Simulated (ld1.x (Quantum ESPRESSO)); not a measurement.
carbon (C): excitation energies, all-electron against TM

```json
{
  "Element": "C",
  "Generator": "ld1.x (Quantum ESPRESSO) 7.5",
  "Type": "norm-conserving Troullier–Martins (Kleinman–Bylander form)",
  "Functional": "PBEsol",
  "Relativity": "scalar-relativistic",
  "Frozen core": "[He]",
  "Valence charge": "4",
  "Reference configuration": "2s2 2p2",
  "Partial waves": "2s (bound): rc 1.30 bohr; 3d channel at 0.45 Ry: rc 2.10 bohr; 2p (bound): rc 2.45 bohr",
  "Local potential": "the p channel",
  "Core correction": "none"
}
```

Energies are relative to the spin-unpolarised reference configuration 2s2 2p2; without spin polarisation the order of configurations can differ from experiment. The frozen-core shift is the all-electron ΔE with the core orbitals held at their reference shape minus the fully relaxed ΔE.

| valence configuration | charge | ΔE all-electron (eV) | error AE − PS (meV) | frozen-core shift (meV) |
| --- | --- | --- | --- | --- |
| 2s2 2p1 | +1 | 10.789 | +42 | +0.3 |
| 2s2 2p0 | +2 | 34.807 | +532 | +3.9 |
| 2s1 2p0 | +3 | 82.771 | +1102 | +20 |
| 2s0 2p4 | 0 | 16.873 | -25 | +1.5 |
| 2s2 2p1.5 | +0.5 | 3.933 | +3.3 | 0.0 |
| 2s2 2p2.3 | -0.3 | -1.144 | -0.8 | 0.0 |
| 2s1 2p2 | +1 | 19.502 | -95 | +0.8 |

Levels in the configuration 2s0 2p4:

```tsv
level	all-electron (eV)	pseudo (eV)
2p	-6.054	-6.159
```
